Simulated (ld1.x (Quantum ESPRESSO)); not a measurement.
# Scattering properties, RRKJ potential for europium (Eu)

Eu (Z = 63), norm-conserving RRKJ (Kleinman–Bylander form), made with ld1.x (Quantum ESPRESSO) 7.5 (PW91, fully relativistic). Core [Kr] 4d10, reference 4f7 5s2 5p6 5d0 6s0 6p0 (charge +2). Waves: 5s (bound): rc 2.25 bohr; 5p (bound): rc 1.80 bohr; 4f (bound): rc 0.95 bohr; 5d (bound, empty): rc 2.55 bohr. Local part: the d channel. Core correction: none.

Open shells are filled in proportion to 2j + 1 (rel_dist='average').

The phase is arctan(r·u′/u) with u = r·R(r), unwrapped; energies in Ry, scanned from -6 to 5 Ry. A pole is an energy at which the radial function vanishes at the test radius. The pseudo phase is shifted by a multiple of π to meet the all-electron one at the reference energy, and phase errors are pseudo minus all-electron; the curves can meet again beyond the range given. Levels narrower than the energy grid can be missing from the lists of poles.

**Question.** For each channel, where are the poles, and over which energies does the pseudopotential scatter like the atom?

**Answer.**

```json
{"channel": "s", "radius (bohr)": "2.75", "reference energy (Ry)": "-4.28", "poles, all-electron": "-4.18, 2.52", "poles, pseudo": "-4.18, 3.61", "unbroken range about the reference energy with phases within 0.05 rad": "below -1.6", "phase error 1 Ry above the reference energy (rad)": "+0.004"}
{"channel": "p1/2", "radius (bohr)": "2.75", "reference energy (Ry)": "-2.94", "poles, all-electron": "-2.72, 3.70", "poles, pseudo": "-2.72, 2.72", "unbroken range about the reference energy with phases within 0.05 rad": "below -0.4", "phase error 1 Ry above the reference energy (rad)": "-0.002"}
{"channel": "p3/2", "radius (bohr)": "2.75", "reference energy (Ry)": "-2.66", "poles, all-electron": "-2.36, 4.14", "poles, pseudo": "-2.59, -2.31", "unbroken range about the reference energy with phases within 0.05 rad": "-2.8 to -2.6", "phase error 1 Ry above the reference energy (rad)": "-3.115"}
{"channel": "d3/2", "radius (bohr)": "2.75", "reference energy (Ry)": "-1.02", "poles, all-electron": "-0.05", "poles, pseudo": "-0.02", "unbroken range about the reference energy with phases within 0.05 rad": "not even at the reference energy", "phase error 1 Ry above the reference energy (rad)": "+0.008"}
{"channel": "d5/2", "radius (bohr)": "2.75", "reference energy (Ry)": "-1.00", "poles, all-electron": "0.02", "poles, pseudo": "-0.02", "unbroken range about the reference energy with phases within 0.05 rad": "below 1.9", "phase error 1 Ry above the reference energy (rad)": "-0.007"}
{"channel": "f5/2", "radius (bohr)": "2.75", "reference energy (Ry)": "-1.22", "poles, all-electron": "-1.17, 3.03", "poles, pseudo": "-1.17, 3.62", "unbroken range about the reference energy with phases within 0.05 rad": "below 0.2", "phase error 1 Ry above the reference energy (rad)": "+0.018"}
{"channel": "f7/2", "radius (bohr)": "2.75", "reference energy (Ry)": "-1.17", "poles, all-electron": "-1.12, 3.05", "poles, pseudo": "-1.12, 3.64", "unbroken range about the reference energy with phases within 0.05 rad": "below 0.2", "phase error 1 Ry above the reference energy (rad)": "+0.019"}
```

Note: ghost state, extra bound levels that the all-electron valence spectrum of the same l lacks: p3/2 at -35.0 eV. A true bound ghost makes a file unfit for plane-wave use.

Phases in the f5/2 channel:

```csv
E (Ry),all-electron,pseudo
-6.00,1.419,1.420
-5.48,1.412,1.412
-4.96,1.404,1.404
-4.44,1.394,1.394
-3.92,1.381,1.382
-3.40,1.366,1.367
-2.88,1.347,1.347
-2.36,1.319,1.319
-1.84,1.270,1.272
-1.32,0.906,0.912
-0.80,-1.865,-1.860
-0.28,-2.006,-1.991
0.24,-2.271,-2.213
0.76,-3.092,-2.833
1.28,-4.125,-3.912
1.80,-4.468,-4.367
2.32,-4.608,-4.540
2.84,-4.689,-4.630
3.36,-4.749,-4.689
3.88,-4.805,-4.734
4.40,-4.869,-4.774
4.92,-4.967,-4.815
```
